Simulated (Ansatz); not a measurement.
Start from `[SiH3]C[SiH2][SeH]` and change one atom or group to get `F[SiH2]C[SiH3]`.

Ansatz, PBE0-D4/def2-TZVP geometries, multiplicity 1. Each molecule was computed in one conformer, which needn't be the lowest.

Scalar relativity is left out up to krypton. Spin–orbit coupling is left out; it splits and shifts lone-pair levels of the heavy atoms by tenths of an eV.

| property | `[SiH3]C[SiH2][SeH]` |
| --- | --- |
| LUMO energy (ωB97M-V/def2-TZVPP) / eV | 1.75 |
| HOMO energy (ωB97M-V/def2-TZVPP) / eV | -9.20 |
| HOMO energy (PBE/def2-TZVPP) / eV | -5.90 |
| size of the dipole moment (B3LYP/def2-TZVPP) / D | 1.65 |
| HOMO energy (B3LYP/def2-TZVPP) / eV | -6.79 |
| LUMO energy (PBE0/def2-TZVPP) / eV | 0.08 |

Q: Give the same properties after the change, and the shifts. (Best estimate.)

A: Computed: 
```json
{"property": "LUMO energy (ωB97M-V/def2-TZVPP) / eV", "`F[SiH2]C[SiH3]`": "1.85", "shift": "0.10"}
{"property": "HOMO energy (ωB97M-V/def2-TZVPP) / eV", "`F[SiH2]C[SiH3]`": "-11.10", "shift": "-1.90"}
{"property": "HOMO energy (PBE/def2-TZVPP) / eV", "`F[SiH2]C[SiH3]`": "-7.60", "shift": "-1.70"}
{"property": "size of the dipole moment (B3LYP/def2-TZVPP) / D", "`F[SiH2]C[SiH3]`": "1.84", "shift": "0.19"}
{"property": "HOMO energy (B3LYP/def2-TZVPP) / eV", "`F[SiH2]C[SiH3]`": "-8.69", "shift": "-1.90"}
{"property": "LUMO energy (PBE0/def2-TZVPP) / eV", "`F[SiH2]C[SiH3]`": "0.20", "shift": "0.12"}
```

With PBE0 the HOMO falls by 1.87 eV and the LUMO rises by 0.12 eV, so the gap widens by about 1.99 eV. PBE moves the HOMO by -1.70 eV and ωB97M-V by -1.90 eV. Dipoles are sizes alone; their direction can turn.

B3LYP here is the variant with VWN-RPA as its local correlation; programs differ in this.
